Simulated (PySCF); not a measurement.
**Simulated absorption spectrum**

C4H8O2Si2.
InChI=1S/C4H8O2Si2/c7-5-4-2-1-3-8-6-4/h1-3H,8H2,7H3

Theory: TDDFT PBE0/def2-SVPD, vertical, gas phase, core orbitals frozen in the response (PySCF). The structure is a single GFN2-xTB conformer in the gas phase; no vibrational or solvent corrections. Torsions of this conformer, `[SiH3:1][O:2][C:3]1=[CH:4][CH:5]=[CH:6][SiH2:7][O:8]1`: Si1–O2–C3–C4 180°.

Computed states:

| state | E (eV) | f |
| --- | --- | --- |
| S1 | 4.31 | 0.204 |
| S2 | 4.72 | 0.0014 |
| S3 | 5.27 | 0.0003 |
| S4 | 5.65 | 0.0003 |
| S5 | 5.97 | 0.0069 |
| S6 | 6.20 | 0.0000 |
| S7 | 6.31 | 0.0006 |
| S8 | 6.39 | 0.0003 |

Broadening: Gaussians 0.5 eV wide at half height, area fixed by f = 4.319×10⁻⁹ ∫ε dν̃. The width is an assumption, not a result. The curve ends short of the highest state used, and states not computed would add to its high-energy end.

(1) What does the envelope look like, and where are its maxima?

(2) On this curve, what absorbance would a 10⁻⁴ mol/L sample give at 266 nm over a 1 cm path?

(3) Coming from long wavelengths, where does ε first pass 100 L mol⁻¹ cm⁻¹?

## Answers

(1) 
```
λ (nm)  ε (L mol⁻¹ cm⁻¹)
 214.1               277
 217.9               174
 221.7                96
 225.6                50
 229.4                30
 233.2                22
 237.0                21
 240.8                27
 244.7                50
 248.5               110
 252.3               256
 256.1               572
 259.9              1170
 263.8              2193
 267.6              3636
 271.4              5443
 275.2              7393
 279.0              9167
 282.9             10466
 286.7             10994
 290.5             10738
 294.3              9803
 298.1              8408
 302.0              6765
 305.8              5187
 309.6              3786
 313.4              2641
 317.2              1767
 321.1              1124
 324.9               698
 328.7               419
 332.5               244
 336.4               136
 340.2                75
 344.0                41
 347.8                22
```

Maxima: 287 nm (4.31 eV), ε about 11000, made up of S1 (100%) (ε in L mol⁻¹ cm⁻¹; maxima over ε = 5, shares over 10%). At its high-energy end, 5.79 eV, the curve is still rising (ε about 280, from S5).

(2) 266 nm is 4.661 eV, where ε is about 3000 L mol⁻¹ cm⁻¹, so A = ε c l ≈ 0.3 (Beer–Lambert, with the gas-phase spectrum and the assumed width).

(3) At about 338 nm (3.66 eV), 0.65 eV below S1.

Time: 83 s; peak memory 0.92 GiB. Hardware: an Arm Neoverse N1 with one thread, no GPU (shared host).
